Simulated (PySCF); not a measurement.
# Orbital picture of SeH

MN15 at R = 1.473 Å; PySCF, no relativity, basis sets H 6-31G(d,p), Se 6-31G(d,p). State: ²Π (doublet), unpaired electrons π ↑. Only the outer orbitals are listed, counted within each symmetry.

```
spin  orbital  occ.  ε (eV)  on H (%)           main shells (%)
   α       7σ     1  -20.23        11           87 Se s, 10 H s
   α       8σ     1  -11.60        33  56 Se p, 33 H s, 10 Se s
   α       4π     1   -9.13         0                  100 Se p
   α       4π     1   -7.94         0                  100 Se p
   α       9σ     0    1.46        54           54 H s, 41 Se p
   β       7σ     1  -19.11        14           83 Se s, 14 H s
   β       8σ     1  -11.24        34  52 Se p, 34 H s, 13 Se s
   β       4π     1   -7.48         0                  100 Se p
   β       4π     0   -3.54         0                  100 Se p
   β       9σ     0    1.68        51           50 H s, 44 Se p
```

Which are the highest filled and the lowest empty level, where do they sit, and how wide is the gap?

Highest filled β 4π at -7.48 eV (in %: 100 Se p); lowest empty β 4π at -3.54 eV (in %: 100 Se p); the gap at MN15 is 3.94 eV. Both belong to one degenerate shell, split only by its one-sided filling, so this is no excitation gap.

```json
{
 "bond order (Mayer)": "0.98",
 "⟨S²⟩": "0.753",
 "charge on H (Mulliken, basis-dependent)": "0.08",
 "charge on H (Löwdin, basis-dependent)": "0.05",
 "dipole moment (positive dipole means H(−)Se(+))": "-0.79 D"
}
```

Spin–orbit coupling is left out. The state was picked by a PBE0 search and need not be the measured ground state.
